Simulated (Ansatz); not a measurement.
Two isomers of C3H5FGe: A = `[F][GeH2][C]1=CC1`, B = `FC1=C[CH]1[GeH3]`.

Gas-phase electronic energies from Ansatz, PBE0-D4/def2-TZVP geometries. CBS: MP2 limit from def2 TZ/QZ plus the TZ coupled-cluster correction, frozen cores. DFT in def2-TZVPP. B3LYP here is the variant with VWN-RPA as its local correlation; programs differ in this. For Ge outer-core shells are correlated without core-valence functions, which leaves a few kJ/mol of doubt a bond. Scalar relativity is left out up to krypton. One conformer a species, not always the lowest.

Which is lower in electronic energy at CCSD(T)/CBS, and by how much? (Best estimate.)

Ansatz gave: A, by 44.1 kcal/mol.

Give E(B) − E(A) in kcal/mol with r2SCAN-D4, CCSD/def2-TZVPP, MP2/def2-TZVPP, B2PLYP, B3LYP-D4, CCSD(T)/def2-TZVPP, LDA (SPW92). (An estimate is asked.)

The calculation gave: r2SCAN-D4 41.9, CCSD/def2-TZVPP 44.7, MP2/def2-TZVPP 46.0, B2PLYP 44.2, B3LYP-D4 42.3, CCSD(T)/def2-TZVPP 44.0, LDA (SPW92) 34.8. None reverses the order clearly.

Does the order hold for the free energy at 298.15 K (harmonic terms from PBE0-D4)? (An estimate is asked.)

Computed: Yes: G(B) − G(A) = +42.2 kcal/mol, for one conformer each. Modes under 60 cm⁻¹, often nearly free rotors, make the harmonic entropy too high.

Largest T1 diagnostic: 0.012.

In def2-TZVPP, CCSD(T) changes the Hartree–Fock value by −4.1 kcal/mol (the triples alone add −0.7 kcal/mol) and MP2 by −2.1 kcal/mol. From PBE to PBE0 (25 % exact exchange), in def2-TZVPP and without D4, E(B) − E(A) moves by +1.9 kcal/mol.
